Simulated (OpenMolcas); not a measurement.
## Cu2+: moving or changing the point charges

Cu2+ among 6 point charges of -1 e arranged as an octahedron (Oh), 2.05 Å from the ion.

```yaml
Program: OpenMolcas
Method: CASSCF
Basis: ANO-RCC-VDZP [5s4p2d1f]
Scalar_Hamiltonian: DKH2, point nucleus
Active_space: 9 electrons in 5 orbitals (3d)
State_averaging: 2S+1 = 2 even, 5 roots
Spin-orbit_coupling: state interaction with AMFI integrals over the reference wave functions
```

Runs around this geometry, states (labels of O, the rotations of Oh). Energies in cm-1 above the lowest state or level, χT in cm3 K/mol; 10Dq is the gap between the two states.

```json
{"R (Å)": "2.05", "q (e)": "-0.8", "Ground state": "2E", "First state of that spin": "2T2 1298", "10Dq": "1298", "First gap with spin-orbit (degeneracies)": "945.5 (4, 2)", "χT at 300 K": "1.171"}
{"R (Å)": "1.85", "q (e)": "-1", "Ground state": "2E", "First state of that spin": "2T2 2536", "10Dq": "2536", "First gap with spin-orbit (degeneracies)": "2030 (4, 2)", "χT at 300 K": "0.912"}
{"R (Å)": "2.05", "q (e)": "-1", "Ground state": "2E", "First state of that spin": "2T2 1621", "10Dq": "1621", "First gap with spin-orbit (degeneracies)": "1217 (4, 2)", "χT at 300 K": "1.084"}
{"R (Å)": "2.17", "q (e)": "-1", "Ground state": "2E", "First state of that spin": "2T2 1257", "10Dq": "1257", "First gap with spin-orbit (degeneracies)": "912.0 (4, 2)", "χT at 300 K": "1.183"}
```

Taking |10Dq| as R^-n, n = -ln(1257 / 2536) / ln(2.17 / 1.85) = 4.4 between the shortest and longest distance. The point-charge formula for a cubic d site gives n = 5.

Scaling the charges by -0.8 / -1 = 0.80 scales |10Dq| by 1298 / 1621 = 0.80; with fixed orbitals a first-order splitting would follow the charge.

An orbital doublet at a regular site is open to a Jahn-Teller distortion, which this geometry leaves out. The ground term spreads over less than 5000 cm-1, several times less than with real ligands, so orbital moments are less quenched and χT lies further from the spin-only value than at real sites. Point charges carry no covalency, so the field is a model and not that of real ligands. No measured value stands beside these numbers.
